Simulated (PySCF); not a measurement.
Q: Give a GFN2-xTB geometry of `CC(C)O[Si@@H]1[SiH2][SiH2][Si@@H]1F`.

A: 
```xyz
22
C3H13FOSi4 angstrom
C     -2.932    0.573   -0.516
C     -1.611   -0.068   -0.102
C     -1.832   -1.410    0.589
O     -0.949    0.815    0.759
Si     0.630    1.176    0.907
Si     1.780    1.341   -1.157
Si     3.227   -0.417   -0.520
Si     2.122   -0.544    1.560
F      1.411   -2.013    1.718
H     -3.550    0.741    0.363
H     -3.465   -0.072   -1.209
H     -2.744    1.531   -0.994
H     -0.993   -0.226   -1.001
H     -2.355   -2.091   -0.076
H     -0.882   -1.855    0.871
H     -2.426   -1.263    1.488
H      0.424    2.314    1.806
H      0.997    1.113   -2.386
H      2.427    2.632   -1.442
H      3.203   -1.628   -1.356
H      4.660   -0.093   -0.464
H      2.850   -0.539    2.831
```

Any rigid rotation of these coordinates is as good. Atoms count from 1 in this order. Of the pairs four or more bonds apart, F9···H15 is among the closest relative to their van der Waals radii: 2.45 Å, 92 % of the sum of Bondi's values. The 4-membered ring Si5–Si6–Si7–Si8 has internal angles of 89.1° to 90.7°; it is almost planar, 0.02 Å rms from its mean plane, widest ring torsion 1°. Si6 (SiH2 silicon) has angles from 90.6° to 117.2°. Si7 (SiH2 silicon) has angles from 89.5° to 116.7°.

Bonds between heavy atoms (Å): C1–C2 1.527, C2–C3 1.525, C2–O4 1.400, O4–Si5 1.627, Si5–Si6 2.369, Si6–Si7 2.364, Si7–Si8 2.359, Si8–F9 1.639, Si5–Si8 2.369.

Computed geometry: GFN2-xTB, gas phase.

Point group: C1 (no symmetry element, even within 0.4 Å). Whether it is a minimum is left open (no frequencies). The numbers are those of one conformer (C1–C2–O4–Si5 -142°, C2–O4–Si5–Si6 40°).
